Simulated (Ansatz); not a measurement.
Reaction (ligand exchange at the Al–C bond): `[AlH2]/[CH]=C1/C[SiH2]1` + `C1N[SiH2]1` → `[AlH2][N]1C[SiH2]1` + `C=C1C[SiH2]1`

Computed with Ansatz on PBE0-D4/def2-TZVP structures; ΔE is electronic, products minus reactants. CCSD(T)/CBS is the MP2 limit (def2-TZVPP, def2-QZVPP) plus CCSD(T) − MP2 in def2-TZVPP, frozen cores. DFT in def2-TZVPP.

`[AlH2]/[CH]=C1/C[SiH2]1`:

Z-matrix (Å, degrees):
```
C
Si 1 1.869
C 1 1.508 2 64.5
H 1 1.089 2 119.5 3 107.1
H 1 1.089 2 119.8 3 -107.1
H 2 1.479 1 119.1 3 106.0
H 2 1.479 1 119.0 3 -106.2
C 3 1.333 1 138.8 2 -179.8
Al 8 1.935 3 116.9 1 179.8
H 8 1.094 3 117.5 1 -0.2
H 9 1.588 8 117.3 3 0.4
H 9 1.590 8 121.9 3 -179.6
```

`C1N[SiH2]1`:

Cartesian coordinates in Å:
```
C 0.653 -0.677 0.056
N 0.634 0.738 -0.420
Si -0.960 0.172 -0.089
H 1.028 -1.387 -0.677
H 1.035 -0.860 1.061
H 1.136 1.403 0.150
H -1.651 0.562 1.162
H -1.875 0.049 -1.243
```

`[AlH2][N]1C[SiH2]1`:

Cartesian coordinates in Å:
```
Al 0.080 -1.562 1.223
N 0.037 -0.198 0.105
C -0.580 1.161 0.052
Si 0.446 0.602 -1.351
H 0.921 -2.829 0.781
H -0.710 -1.461 2.593
H -1.666 1.182 -0.026
H -0.194 1.881 0.772
H 1.833 1.087 -1.533
H -0.166 0.137 -2.616
```

`C=C1C[SiH2]1`:

Z-matrix (Å, degrees):
```
C
C 1 1.508
Si 1 1.868 2 64.1
H 1 1.089 2 116.7 3 -111.4
H 1 1.089 2 116.7 3 111.4
C 2 1.320 1 136.8 3 179.9
H 3 1.479 1 119.4 2 -105.7
H 3 1.480 1 119.4 2 105.7
H 6 1.088 2 121.7 1 0.1
H 6 1.085 2 121.5 1 180.0
```

```json
{"species": "`[AlH2]/[CH]=C1/C[SiH2]1`", "PBE0-D4 energy (Eh)": "-650.03966"}
{"species": "`C1N[SiH2]1`", "PBE0-D4 energy (Eh)": "-385.13142"}
{"species": "`[AlH2][N]1C[SiH2]1`", "PBE0-D4 energy (Eh)": "-628.07928"}
{"species": "`C=C1C[SiH2]1`", "PBE0-D4 energy (Eh)": "-407.12906"}
```

Work out ΔE.

ΔE = (-628.07928) + (-407.12906) − (-650.03966) − (-385.13142) = -0.03726 Eh = -97.8 kJ/mol. CCSD(T)/CBS gives -103.4 kJ/mol.

Largest T1 diagnostic among the species: 0.013.

In def2-TZVPP, CCSD(T) changes the Hartree–Fock value by +7.2 kJ/mol (the triples alone add +1.9 kJ/mol) and MP2 by +5.0 kJ/mol.
